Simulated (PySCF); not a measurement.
AsO: frontier orbitals

PBE at R = 1.619 Å; basis As def2-TZVPP, O def2-TZVPP; no relativity; PySCF 2.14. State: ²Π (doublet), unpaired electrons π ↑. Only the outer orbitals are listed, counted within each symmetry.

```
spin  orbital  occ.  ε (eV)  on As (%)           main shells (%)
   α       8σ     1  -24.35         19           77 O s, 11 As s
   α       9σ     1  -13.96         75   72 As s, 12 O p, 12 O s
   α       4π     1   -8.87         31           69 O p, 28 As p
   α      10σ     1   -8.85         39  57 O p, 26 As p, 13 As s
   α       4π     1   -8.84         30           69 O p, 28 As p
   α       5π     1   -4.48         76           72 As p, 24 O p
   α       5π     0   -4.38         76           72 As p, 24 O p
   β       8σ     1  -24.05         19           77 O s, 11 As s
   β       9σ     1  -13.42         73   71 As s, 14 O p, 13 O s
   β       4π     1   -8.74         29           70 O p, 27 As p
   β      10σ     1   -8.58         42  55 O p, 26 As p, 16 As s
   β       4π     1   -8.08         28           72 O p, 25 As p
   β       5π     0   -4.08         77           74 As p, 23 O p
   β       5π     0   -3.22         79           76 As p, 21 O p
```

Which are the highest filled and the lowest empty level, where do they sit, and how wide is the gap?

Highest filled α 5π at -4.48 eV (in %: 72 As p, 24 O p); lowest empty α 5π at -4.38 eV (in %: 72 As p, 24 O p); the gap at PBE is 0.10 eV. Both belong to one degenerate shell, split only by its one-sided filling, so this is no excitation gap.

| Item | Value |
| --- | --- |
| bond order (Mayer) | 2.11 |
| ⟨S²⟩ | 0.752 |
| charge on As (Mulliken, basis-dependent) | 0.39 |
| charge on As (Löwdin, basis-dependent) | 0.31 |
| dipole moment (positive dipole means As(−)O(+)) | -2.37 D |
| polarisability along the bond | 34.1 bohr³ |
| polarisability across the bond | 22.1 bohr³ |

Spin–orbit coupling is left out. The state is the lowest determinant that a PBE0 search found; another state may lie lower at other levels.
